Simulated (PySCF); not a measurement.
BP86 on Nb⁻ (niobium, charge -1), [Kr] 4d4 5s2, high-spin 5D determinant. Computed with PySCF 2.14 in aug-cc-pwCVDZ-PP with ECP28MDF (6s6p5d3f, 70 functions), with a scalar-relativistic core potential.

```
cycle= 1 E= -56.7432200184404  delta_E= -0.022  |g|= 0.0303  |ddm|= 1.58
cycle= 2 E= -56.7440330684239  delta_E= -0.000813  |g|= 0.0109  |ddm|= 0.151
cycle= 3 E= -56.7441179611847  delta_E= -8.49e-05  |g|= 0.00179  |ddm|= 0.0502
cycle= 4 E= -56.7441240895388  delta_E= -6.13e-06  |g|= 0.00102  |ddm|= 0.0177
cycle= 5 E= -56.7441243363778  delta_E= -2.47e-07  |g|= 0.00101  |ddm|= 0.00443
cycle= 6 E= -56.7441253149426  delta_E= -9.79e-07  |g|= 9.32e-05  |ddm|= 0.00298
cycle= 7 E= -56.7441253292434  delta_E= -1.43e-08  |g|= 6.3e-06  |ddm|= 0.000426
cycle= 8 E= -56.7441253294882  delta_E= -2.45e-10  |g|= 1.52e-06  |ddm|= 8.99e-05
converged SCF energy = -56.7441253294882  <S^2> = 6.0556486  2S+1 = 5.0222101
```

Highest occupied orbital energy: 1.314 eV; ⟨L²⟩ = 6.08; populations by l: s 3.99, p 6.00, d 4.01, f 0.00.

(1) Can this result be used?

## Answers

(1) With care. The run converged. Energies and moments cover only the electrons outside the core potential. At BP86 the highest occupied level has a positive energy, so only the finite basis holds that electron; in a semilocal or global hybrid functional this comes from self-interaction and does not mean that the real anion is unbound.
